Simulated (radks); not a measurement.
The numbers below are computed, except where a source is named.
Task: Isoelectronic series with 14 electrons, each ion in its NIST ground configuration. Code: a radial shooting solver on a logarithmic mesh with Libxc functionals. Model: scalar-relativistic Kohn-Sham, LDA (Slater exchange, Perdew-Wang correlation), spin-polarised, spherical densities, point nucleus; open shells are filled with parallel spins first (spin-orbit coupling, left out, can overturn this in heavy ions). Total energies (hartree) and mean radii <r> (bohr) (* marks an orbital that is empty in some or all of the ions):

ion,configuration,E (hartree),3p down*,3p up,3s down,3s up,2p down
Kr22+,[Ne] 3s2 3p2,-2484.51917,0.4437,0.4428,0.4552,0.4542,0.1578
Rb23+,[Ne] 3s2 3p2,-2638.32092,0.4280,0.4271,0.4395,0.4386,0.1528
Sr24+,[Ne] 3s2 3p2,-2796.97694,0.4133,0.4125,0.4248,0.4240,0.1481
Zr26+,[Ne] 3s2 3p2,-3128.95430,0.3868,0.3861,0.3982,0.3975,0.1395
Nb27+,[Ne] 3s2 3p2,-3302.32928,0.3747,0.3741,0.3860,0.3854,0.1356
Mo28+,[Ne] 3s2 3p2,-3480.66586,0.3634,0.3628,0.3746,0.3739,0.1319
Tc29+,[Ne] 3s2 3p2,-3663.99337,0.3527,0.3522,0.3637,0.3631,0.1283
Ru30+,[Ne] 3s2 3p2,-3852.34218,0.3426,0.3421,0.3535,0.3529,0.1249
Rh31+,[Ne] 3s2 3p2,-4045.74374,0.3331,0.3326,0.3437,0.3432,0.1217
Pd32+,[Ne] 3s2 3p2,-4244.23061,0.3240,0.3236,0.3345,0.3340,0.1187
Cd34+,[Ne] 3s2 3p2,-4656.59617,0.3073,0.3069,0.3173,0.3169,0.1130
In35+,[Ne] 3s2 3p2,-4870.54577,0.2996,0.2992,0.3093,0.3089,0.1103
Sn36+,[Ne] 3s2 3p2,-5089.72257,0.2922,0.2918,0.3017,0.3013,0.1078
Sb37+,[Ne] 3s2 3p2,-5314.16514,0.2852,0.2848,0.2944,0.2941,0.1054
Te38+,[Ne] 3s2 3p2,-5543.91336,0.2784,0.2781,0.2875,0.2871,0.1030
I39+,[Ne] 3s2 3p2,-5779.00847,0.2720,0.2717,0.2808,0.2805,0.1008
Xe40+,[Ne] 3s2 3p2,-6019.49313,0.2659,0.2656,0.2744,0.2741,0.09865
Cs41+,[Ne] 3s2 3p2,-6265.4114,0.2600,0.2597,0.2683,0.2680,0.09659
Ba42+,[Ne] 3s2 3p2,-6516.8090,0.2543,0.2541,0.2624,0.2621,0.09460
La43+,[Ne] 3s2 3p2,-6773.7329,0.2489,0.2486,0.2567,0.2564,0.09269

Estimate the row of Ag33+ ([Ne] 3s2 3p2).

Result: E (hartree) -4447.83646; 3p down* 0.3155; 3p up 0.3150; 3s down 0.3257; 3s up 0.3252; 2p down 0.1158.
